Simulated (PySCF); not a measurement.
MgI: input and log

State: ²Σ⁺ (doublet), unpaired electrons σ ↑.

An equivalent input (the run itself took its basis sets from the Basis Set Exchange, started from a PBE0 density and held the occupation σ 9α 8β, πx 4α 4β, πy 4α 4β, δx 1α 1β, δy 1α 1β):

```python
from pyscf import gto, dft
mol = gto.M(atom='Mg 0 0 0; I 0 0 2.627', basis={'Mg': 'def2-SVPD', 'I': 'def2-SVPD'}, ecp={'I': 'def2-SVPD'},
            charge=0, spin=1, verbose=4, symmetry='C2v')
mf = dft.UKS(mol, xc='HYB_GGA_XC_B97_3')
mf.grids.atom_grid = (80, 434)
mf.grids.prune = dft.gen_grid.treutler_prune
mf.irrep_nelec = {'A1': (10, 9), 'A2': (1, 1), 'B1': (4, 4), 'B2': (4, 4)}
mf.conv_tol = 1e-9
mf.max_cycle = 60
mf.diis_space = 10
mf.kernel()
```

The log (some set-up lines and the per-cycle HOMO/LUMO lines removed):

```
******** <class 'pyscf.dft.uks_symm.SymAdaptedUKS'> ********
method = SymAdaptedUKS
damping factor = 0
level_shift factor = 0
DIIS = <class 'pyscf.scf.diis.CDIIS'>
diis_start_cycle = 1
diis_space = 10
diis_damp = 0
SCF conv_tol = 1e-09
SCF conv_tol_grad = None
SCF max_cycles = 60
number electrons alpha = 19  beta = 18
Set gradient conv threshold to 3.16228e-05
init E= -497.787389061272
cycle= 1 E= -497.7879963072  delta_E= -0.000607  |g|= 0.013  |ddm|= 0.157
cycle= 2 E= -497.78805981373  delta_E= -6.35e-05  |g|= 0.0148  |ddm|= 0.0818
cycle= 3 E= -497.788318163618  delta_E= -0.000258  |g|= 0.00181  |ddm|= 0.0339
cycle= 4 E= -497.788320934062  delta_E= -2.77e-06  |g|= 0.000401  |ddm|= 0.00437
cycle= 5 E= -497.788321176656  delta_E= -2.43e-07  |g|= 0.000169  |ddm|= 0.00221
cycle= 6 E= -497.788321204354  delta_E= -2.77e-08  |g|= 1.84e-05  |ddm|= 0.000399
cycle= 7 E= -497.788321205359  delta_E= -1.01e-09  |g|= 4.97e-06  |ddm|= 0.000147
cycle= 8 E= -497.788321205412  delta_E= -5.26e-11  |g|= 1.12e-06  |ddm|= 3.24e-05
Extra cycle  E= -497.788321205416  delta_E= -3.75e-12  |g|= 5.88e-07  |ddm|= 6.77e-06
converged SCF energy = -497.788321205416  <S^2> = 0.75069021  2S+1 = 2.0006901
```

Repeating this along the bond gives Re = 2.635 Å and ωe = 290 cm⁻¹.

A point of this curve took 0.83 CPU seconds beside 0.27 for the integrals, on Arm Neoverse N1 (shared host).

Spin–orbit coupling is left out. The state is the lowest determinant that a PBE0 search found; another state may lie lower at other levels.
